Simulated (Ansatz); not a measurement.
Si(F)2(vinyl)(OH) (C₂H₄F₂OSi), SMILES C=C[Si](O)(F)F.

The structure is a stationary point at B3LYP-D3(BJ)/def2-SVP. This is a generated structure with no PubChem entry under its InChIKey; it may be hypothetical. The values are those of a single conformer.

Two levels are set side by side: PBE/def2-SVPD (Ansatz, a quantum-chemistry and plane-wave program) and CAM-B3LYP/def2-SVPD (Ansatz). Energy differences of separate SCF runs at the same geometry; the states with an electron removed or added have multiplicity 2 and 2. Differences are taken from unrounded values.

```tsv
quantity	CAM-B3LYP
vertical ionisation energy (eV)	11.02
vertical singlet–triplet gap (eV)	4.19
```

**Question.** What does PBE give, and how far is it from CAM-B3LYP? (An estimate is asked for; the answer gives what the named calculation found.)

**Answer.** 
```
quantity                             PBE  PBE minus CAM-B3LYP
---------------------------------  -----  -------------------
vertical ionisation energy (eV)    10.72                -0.30
vertical singlet–triplet gap (eV)   4.29                 0.10
```
